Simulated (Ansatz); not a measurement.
Born–Oppenheimer molecular dynamics of ClGaH2 (4 atoms, charge 0, multiplicity 1). It starts from a relaxed structure.

Method: Ansatz, RKS r2SCAN/def2-SVP.

| Item | Value |
| --- | --- |
| ensemble | NVT, Nosé–Hoover chain |
| time step | 0.5 fs |
| steps asked | 100 |
| set temperature | 2000 K |
| thermostat | time constant 100 fs, chain length 5 |
| seed | 231825 |

First frame:

```xyz
4
Properties=species:S:1:pos:R:3
Ga 0.038 0.000 0.022
H -0.099 0.000 1.569
H 1.309 0.000 -0.870
Cl -1.829 0.000 -1.056
```

Q: How far do the bonds stretch over the last three quarters of this one trajectory? (Pairs bonded in most of those frames.)

A: 
```tsv
bond	mean (Å)	spread (Å)	shortest	longest
Ga1–H2	1.556	0.029	1.51	1.61
Ga1–H3	1.576	0.075	1.45	1.68
Ga1–Cl4	2.260	0.063	2.11	2.32
```

Mean temperature of the second half: 1071 K. The conserved energy stayed within 0.3 meV per atom of its start (net change 0.031 meV per atom), so the integration is sound. The mean temperature of the second half is 46 % below the set value. A run of 0.05 ps of so small a system gives no equilibrium averages.

Time of the run: 110 s on 1 thread of Intel(R) Xeon(R) 6975P-C (Granite Rapids) (shared host), peak memory 0.12 GiB.
